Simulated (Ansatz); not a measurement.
One change: `[SiH3]OB(S)Cl` becomes `SBCl`.

Ansatz, PBE0-D4/def2-TZVP geometries, multiplicity 1. Each molecule was computed in one conformer, which needn't be the lowest.

```csv
property,`[SiH3]OB(S)Cl`
LUMO energy (ωB97M-V/def2-TZVPP) / eV,1.42
HOMO–LUMO gap (PBE/def2-TZVPP) / eV,5.53
zero-point energy (PBE0-D4/def2-TZVP) / kJ/mol,119.4
LUMO energy (PBE/def2-TZVPP) / eV,-1.22
HOMO–LUMO gap (ωB97M-V/def2-TZVPP) / eV,11.61
HOMO energy (PBE0/def2-TZVPP) / eV,-8.00
```

**Question.** Give the same properties after the change, and the shifts. (Best estimate.)

**Answer.** The calculation gave: 
| property | `SBCl` | shift |
| --- | --- | --- |
| LUMO energy (ωB97M-V/def2-TZVPP) / eV | 0.74 | -0.68 |
| HOMO–LUMO gap (PBE/def2-TZVPP) / eV | 4.90 | -0.63 |
| zero-point energy (PBE0-D4/def2-TZVP) / kJ/mol | 62.4 | -57.0 |
| LUMO energy (PBE/def2-TZVPP) / eV | -2.23 | -1.01 |
| HOMO–LUMO gap (ωB97M-V/def2-TZVPP) / eV | 11.20 | -0.41 |
| HOMO energy (PBE0/def2-TZVPP) / eV | -8.32 | -0.32 |

With PBE0 the HOMO falls by 0.32 eV and the LUMO falls by 1.00 eV, so the gap narrows by about 0.68 eV. PBE moves the HOMO by -0.37 eV and ωB97M-V by -0.27 eV. The zero-point energy changes by -57.0 kJ/mol with -12 modes.
